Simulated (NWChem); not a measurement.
The numbers come from NWChem runs, not from measurements. System: Sn, charge 0, spin multiplicity 3. Its SCF solution wasn't tested for a lower state. Level: B3LYP/x2c-SVPall-2c, spin-orbit ZORA, VWN1-RPA local correlation.

Job file:

```
start mol
memory heap 200 mb stack 900 mb global 1100 mb
geometry units angstroms nocenter noautoz noautosym
  Sn     0.000000     0.000000     0.000000
end
basis spherical
  * library x2c-svpall-2c
end
relativistic
  zora on
end
dft
  xc b3lyp
  odft
  mult 3
  semidirect memsize 60000000 filesize 0
  iterations 100
  grid fine
end
task sodft energy
```

Output (cleaned and shortened):

```
             Northwest Computational Chemistry Package (NWChem) 7.3.0
             --------------------------------------------------------

                                NWChem Input Module
                                -------------------

 Scaling coordinates for geometry "geometry" by  1.889725989
 (inverse scale =  0.529177249)

                             Geometry "geometry" -> ""
                             -------------------------

 Output coordinates in angstroms (scale by  1.889725989 to convert to a.u.)

  No.       Tag          Charge          X              Y              Z
 ---- ---------------- ---------- -------------- -------------- --------------
    1 Sn                  50.0000     0.00000000     0.00000000     0.00000000

 Effective nuclear repulsion energy (a.u.)       0.0000000000

            Nuclear Dipole moment (a.u.)
            ----------------------------
        X                 Y               Z
 ---------------- ---------------- ----------------
     0.0000000000     0.0000000000     0.0000000000


 Summary of "ao basis" -> "" (spherical)
 ------------------------------------------------------------------------------
       Tag                 Description            Shells   Functions and Types
 ---------------- ------------------------------  ------  ---------------------
 *                       x2c-svpall-2c                on all atoms

                                 NWChem DFT Module
                                 -----------------

 Summary of "ao basis" -> "ao basis" (spherical)
 ------------------------------------------------------------------------------
       Tag                 Description            Shells   Functions and Types
 ---------------- ------------------------------  ------  ---------------------
 Sn                      x2c-svpall-2c              18       50   6s8p4d

 Summary of "ao basis" -> "ao basis" (spherical)
 ------------------------------------------------------------------------------
       Tag                 Description            Shells   Functions and Types
 ---------------- ------------------------------  ------  ---------------------
[...]
    69    -0.126883  -0.000007  1 Sn px                12    -0.123745  -0.000007  1 Sn pz
    64    -0.000004   0.079369  1 Sn py                63     0.079369   0.000005  1 Sn px

 Vector   51  Occ=0.000000D+00  E=-1.117725D-01
              MO Center= -4.3D-15,  1.6D-14,  1.5D-13, r^2= 1.7D+00
  Bfn.         Coefficient        Function           Bfn.         Coefficient        Function
  ----     -------------------  ------------         ----     -------------------  ------------
    23     0.472818  -0.202588  1 Sn py                22    -0.202584  -0.472820  1 Sn px
    20     0.256046  -0.109708  1 Sn py                19    -0.109706  -0.256047  1 Sn px
    14    -0.229327   0.098260  1 Sn py                13     0.098258   0.229327  1 Sn px
    11     0.115969  -0.049689  1 Sn py                10    -0.049688  -0.115969  1 Sn px
     8    -0.042053   0.018018  1 Sn py                 7     0.018018   0.042053  1 Sn px

 Vector   52  Occ=0.000000D+00  E=-9.301873D-02
              MO Center=  3.3D-14, -7.4D-14,  1.8D-14, r^2= 3.9D-01
  Bfn.         Coefficient        Function           Bfn.         Coefficient        Function
  ----     -------------------  ------------         ----     -------------------  ------------
    73    -0.000338   0.478625  1 Sn py                72     0.478625   0.000365  1 Sn px
    70    -0.000192   0.271510  1 Sn py                69     0.271510   0.000206  1 Sn px
    24    -0.261447  -0.000192  1 Sn pz                64     0.000160  -0.227038  1 Sn py
    63    -0.227038  -0.000173  1 Sn px                15     0.115666   0.000085  1 Sn pz
    21    -0.101600  -0.000075  1 Sn pz                12    -0.091866  -0.000067  1 Sn pz

 Vector   53  Occ=0.000000D+00  E=-8.566843D-02
              MO Center=  1.4D-20,  2.3D-20,  6.4D-21, r^2= 1.6D-10
  Bfn.         Coefficient        Function           Bfn.         Coefficient        Function
  ----     -------------------  ------------         ----     -------------------  ------------
    72     0.172099   0.499370  1 Sn px                73     0.499362  -0.172123  1 Sn py
    69     0.085118   0.246984  1 Sn px                70     0.246979  -0.085131  1 Sn py
    63    -0.078696  -0.228347  1 Sn px                64    -0.228343   0.078707  1 Sn py
    60     0.038310   0.111159  1 Sn px                61     0.111158  -0.038314  1 Sn py
    57    -0.014779  -0.042882  1 Sn px                58    -0.042882   0.014780  1 Sn py

   alpha - beta orbital overlaps
   -----------------------------

   alpha      1      2      3      4      5      6      7      8      9     10
    beta      1      2      3      4      5      5      7      8      9     10
 overlap   1.166  1.508  1.772  1.793  0.867  0.245  1.263  1.263  1.264  1.641

   alpha     11     12     13     14     15     16     17     18     19     20
    beta     11     12     13     14     15      7      8      9     13     14
 overlap   1.641  1.638  1.213  1.213  1.213  0.012  0.012  0.012  0.078  0.078

   alpha     21     22     23     24     25     26     27     28     29     30
    beta     15     13     14     15      7      8      9      7      8      9
 overlap   0.078  0.023  0.023  0.022  0.017  0.017  0.017  0.069  0.069  0.068

   alpha     31     32     33     34     35     36     37     38     39     40
    beta     31     32     33     34     35     36     37     38     39     40
 overlap   1.126  1.126  1.126  1.126  1.126  1.090  1.090  1.090  1.090  1.090

   alpha     41     42     43     44     45     46     47     48     49     50
    beta     36     37     38     39     40     36     37     38     39     40
 overlap   0.042  0.042  0.043  0.042  0.042  0.021  0.021  0.021  0.021  0.021

     --------------------------
     Expectation value of S2:
     --------------------------
      <S2> =      1.9349 (Exact =     2.0000)

 Task  times  cpu:        9.0s     wall:        9.0s

 Total times  cpu:        9.0s     wall:        9.0s
```
